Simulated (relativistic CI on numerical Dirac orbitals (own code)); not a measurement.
Ho27+: q coefficients and field-shift factors

These numbers are calculated, not measured: Dirac-Coulomb-Breit CI, KLI orbitals optimised for each configuration, derivatives by finite differences, unscaled Slater integrals, QED left out (own radial code, finite nucleus).

CI space (outside the closed core [Ar] 3d10 4s2): 4p⁶4d⁴, 4p⁵4d⁵, 4p⁶4d³4f, 4p⁶4d²5s², 4p⁶4d4f5s². Double excitations out of closed p, d and f shells are left out; levels of such configurations are missing from the list, as are those of other unlisted configurations, and high levels can miss mixing partners.

With x = (α/α₀)² − 1 an excitation energy changes as ω = ω₀ + qx; K = 2q/ω₀ is the relative enhancement. Terms are leading LS components, so labels can repeat. The field-shift factor is F = δν/δ⟨r²⟩ for the transition from the lowest level.

Lowest level 4p⁶4d⁴ ³P0.

| Level | ω₀ (cm⁻¹) | q (cm⁻¹) | F (GHz/fm²) |
| --- | --- | --- | --- |
| 4p⁶4d⁴ ⁵D1 | 55507 | 79480 | 1.45 |
| 4p⁶4d⁴ ⁵D2 | 85283 | 101500 | 1.93 |
| 4p⁶4d⁴ ³F4 | 92597 | 80270 | 1.65 |
| 4p⁶4d⁴ ⁵D3 | 98343 | 99000 | 1.96 |
| 4p⁶4d⁴ ⁵D0 | 140683 | 151800 | 2.95 |
| 4p⁶4d⁴ ⁵D4 | 147216 | 157500 | 3.06 |
| 4p⁶4d⁴ ³F2 | 153465 | 134600 | 2.76 |
| 4p⁶4d⁴ ³G3 | 155053 | 147500 | 2.96 |
| 4p⁶4d⁴ ³H5 | 167272 | 154100 | 3.12 |
| 4p⁶4d⁴ ³P1 | 174133 | 160500 | 3.24 |
| 4p⁶4d⁴ ³H6 | 176543 | 155500 | 3.18 |
| 4p⁶4d⁴ ³G4 | 189427 | 158200 | 3.29 |
| 4p⁶4d⁴ ³F3 | 192475 | 149600 | 3.18 |

At this charge energies of transitions that change n are usually good to better than 1 %, and those within a shell (Δn = 0) to a few per cent. Terms inside the open d or f shell come out 10 to 20 % too wide with unscaled integrals.

(1) Which transition from the lowest level has the largest |K|?

Results:

(1) 4p⁶4d⁴ ⁵D1 at 55507 cm⁻¹, K = 2.86.
